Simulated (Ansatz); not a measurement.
A nudged elastic band was laid between two geometries of H₄OS₂Si (8 atoms, charge 0, multiplicity 1).

These are results of RKS PBE-D4/def2-SVP (Ansatz), not measurements.

```json
{
 "movable images": "5",
 "climbing image": "yes",
 "spring": "0.5 eV/Å²",
 "optimiser": "quadratic models (default)",
 "start path": "through a guess of the saddle point",
 "force threshold": "0.03 eV/Å",
 "iteration limit": "60",
 "end points": "relaxed"
}
```

Initial state:

```xyz
8
Properties=species:S:1:pos:R:3
O -0.844 1.488 -0.755
Si 0.072 0.536 0.272
S 1.638 -0.352 -0.931
S -0.975 -1.030 1.334
H -1.193 1.033 -1.542
H 0.533 1.470 1.341
H 1.885 -1.343 -0.029
H -1.022 -1.860 0.254
```

Final state:

```xyz
8
Properties=species:S:1:pos:R:3
O -0.837 1.404 -0.785
Si 0.087 0.357 0.136
S 1.905 -0.079 -0.945
S -0.799 -1.577 0.523
H -1.064 1.073 -1.673
H 0.271 1.097 1.423
H 2.138 -1.227 -0.249
H -1.608 -1.105 1.515
```

(1) Which bonds break or form, and what moves?

(2) What energy profile does the band end with?

(3) What is the geometry of the highest image?

Results:

(1) No bond is made or broken. The dihedral O1–Si2–S4–H8 goes from 78 to -79°.

(2) The run converged. The highest image is number 1 of 0 to 6, 0.126 eV above the first end and 0.130 eV above the last; the last end lies 0.004 eV below the first. The profile has 2 maxima (images 1, 4) with wells between them (image 3): this band takes more than one step, which may be the mechanism or a detour left from its start path. The order of the stationary point at the top wasn't checked.

| image | path coordinate (Å) | energy (eV) | dihedral O1–Si2–S4–H8 (°) |
| --- | --- | --- | --- |
| 0 | 0.00 | 0.000 | 78 |
| 1 | 1.13 | 0.126 | 137 |
| 2 | 1.87 | 0.031 | 153 |
| 3 | 2.62 | 0.016 | -180 |
| 4 | 3.36 | 0.054 | -147 |
| 5 | 4.10 | 0.031 | -109 |
| 6 | 4.85 | -0.004 | -79 |

(3) 
```xyz
8
Properties=species:S:1:pos:R:3
O -0.795 1.593 -0.792
Si 0.018 0.566 0.246
S 1.747 -0.289 -0.756
S -1.315 -0.996 0.958
H -1.132 1.162 -1.599
H 0.430 1.473 1.358
H 1.563 -1.555 -0.294
H -0.421 -2.012 0.823
```

The run took 5.9 min on 1 thread of Intel(R) Xeon(R) Processor @ 2.50GHz (Skylake/Cascade Lake), with other jobs on the host, peak memory 0.14 GiB.
